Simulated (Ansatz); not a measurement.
`Cl[Si](Cl)(Cl)[GeH3]` + HI → `Cl[Si](Cl)(Cl)I` + GeH₄ at 500 K and 1 bar (cleavage of the Si–Ge bond).

Calculated with Ansatz (gas phase, PBE0-D4/def2-TZVP geometries, no zero-point term in ΔE). CBS: MP2 limit from def2 TZ/QZ plus the TZ coupled-cluster correction, frozen cores. Elements past krypton have def2 core potentials. For Ge, I outer-core shells are correlated without core-valence functions, which leaves a few kJ/mol of doubt a bond. Scalar relativity is left out up to krypton.

```
               species  CCSD(T)/CBS energy (Eh)  H − E (kJ/mol)  S (J/(mol·K))
`Cl[Si](Cl)(Cl)[GeH3]`              -3746.48623           128.3          457.4
                    HI               -298.03592            28.6          221.6
     `Cl[Si](Cl)(Cl)I`              -1966.04944            57.5          414.8
                  GeH₄              -2078.49493            99.4          244.6
```

H − E and S are ideal-gas, rigid-rotor, harmonic terms from PBE0-D4/def2-TZVP. 1 Eh = 2625.50 kJ/mol, R = 8.31446 J/(mol·K).

Q: By hand: ΔE, ΔH, ΔS and ΔG.

A: ΔE = (-1966.04944) + (-2078.49493) − (-3746.48623) − (-298.03592) = -0.02222 Eh = -58.3 kJ/mol. Δ(H − E) = 57.5 + 99.4 − 128.3 − 28.6 = 0.0, so ΔH = -58.3 kJ/mol. ΔS = 414.8 + 244.6 − 457.4 − 221.6 = -19.6 J/(mol·K). ΔG = -58.3 − 500 × (-19.6)/1000 = -48.5 kJ/mol.

Q: By hand: the equilibrium constant, and the temperature at which ΔG would vanish if ΔH and ΔS stayed fixed.

A: log₁₀ K = −ΔG/(RT ln 10) = 5.1. ΔG = 0 at ΔH/ΔS = 2974 K, far beyond where these terms or the molecules hold.

ΔH outweighs TΔS. A doubt of 5 kJ/mol in ΔE shifts log₁₀ K by 0.5 here. These are equilibria of isolated gas molecules and say nothing of rates. Largest T1 diagnostic: 0.012 (customary marks: 0.02 for closed shells, 0.045 for open ones).
